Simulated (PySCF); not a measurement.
Vertical excitations of a molecule C4H11B from TDA-PBE/def2-SVPD (PySCF), as energy in eV (oscillator strength): 5.74 (0.000), 6.08 (0.000), 6.56 (0.018), 6.90 (0.026), 7.14 (0.059), 7.43 (0.019), 7.48 (0.005), 7.75 (0.001), 7.80 (0.045), 7.82 (0.003). Lowest triplet (TDA): 5.23 eV. Geometry optimised at B3LYP-D3(BJ)/def2-SVP. The values are those of a single conformer.

Task: Which molecule gave these data?
(A) BC(C)(C)C
(B) CBCCC
(C) CCB(C)C
(D) CBC(C)C

Result: C, CCB(C)C
